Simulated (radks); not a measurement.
Spherical jellium clusters: N electrons in a uniform positive sphere of charge N and radius rs N^(1/3), rs = 3.45 bohr. Calculated with a radial shooting solver with Libxc functionals: non-relativistic Kohn-Sham, LDA (Slater exchange, Perdew-Wang correlation), spin-polarised, spherical densities. Levels are named by radial order and angular momentum (1s, 1p, 1d, 2s, ...), and open shells are averaged over m.

N = 18, configuration 1s2 1p6 1d10. This is the lowest configuration that the search found. Occupied and some empty levels:

| level | occupation | eigenvalue (eV) | <r> (bohr) |
|---|---|---|---|
| 1s | 2 | -6.0235 | 5.392 |
| 1p | 6 | -4.8157 | 6.671 |
| 1d | 10 | -3.4174 | 7.585 |
| 2s | 0 | -3.0440 | 6.577 |
| 1f | 0 | -1.8677 | 8.472 |
| 2p | 0 | -1.4021 | 8.562 |

Energy (eV): total -32.2588, kinetic 40.169, external -1147.9, Hartree 564.36, exchange-correlation -73.907, background 585.06. Static polarisability (adiabatic kernel): 1033 bohr^3, against R^3 = 739.1 for a classical metal sphere.

Electron density:

| r (bohr) | n(r) (e/bohr^3) |
|---|---|
| 0.662 | 0.003049 |
| 1.77 | 0.003565 |
| 2.88 | 0.004566 |
| 3.98 | 0.005830 |
| 5.09 | 0.006796 |
| 6.20 | 0.006733 |
| 7.30 | 0.005298 |
| 8.41 | 0.003118 |
| 9.52 | 0.001370 |
| 10.6 | 0.0004964 |
| 11.7 | 0.0001606 |
| 12.8 | 0.00004873 |
| 13.9 | 0.00001441 |
